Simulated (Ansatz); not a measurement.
`CB(N)[SiH2][SiH3]` + `C[O][Zn][OH]` → `C[O][Zn][O][SiH3]` + `CB(N)[SiH3]`  (cleavage of the Si–Si bond)

Computed with Ansatz on PBE0-D4/def2-TZVP structures; ΔE is electronic, products minus reactants. CCSD(T)/CBS adds triple-zeta CCSD(T) − MP2 to the extrapolated MP2 energy (def2 sets, frozen cores). Functionals use def2-TZVPP. For Zn outer-core shells are correlated without core-valence functions, which leaves a few kJ/mol of doubt a bond. Scalar relativity is left out up to krypton. Each species was taken in one conformer, which may not be the lowest.

| species | PBE energy (Eh) |
| --- | --- |
| `CB(N)[SiH2][SiH3]` | -702.33797 |
| `C[O][Zn][OH]` | -1969.97781 |
| `C[O][Zn][O][SiH3]` | -2260.55875 |
| `CB(N)[SiH3]` | -411.78413 |

Question: Work out ΔE.

Answer: ΔE = (-2260.55875) + (-411.78413) − (-702.33797) − (-1969.97781) = -0.02710 Eh = -17.0 kcal/mol. CCSD(T)/CBS gives -23.6 kcal/mol.

Largest T1 diagnostic among the species: 0.017.

The D4 term adds +1.0 kcal/mol with B3LYP and +0.6 kcal/mol with PBE0; it sums over pairs of atoms, weighted by their polarisabilities, and B3LYP, whose exchange is more repulsive, gets the larger term. From PBE to PBE0 (25 % exact exchange), in def2-TZVPP and without D4, ΔE moves by −2.7 kcal/mol. In def2-TZVPP, CCSD(T) changes the Hartree–Fock value by +8.4 kcal/mol (the triples alone add +1.2 kcal/mol) and MP2 by +7.2 kcal/mol.

B3LYP here is the variant with VWN-RPA as its local correlation; programs differ in this.
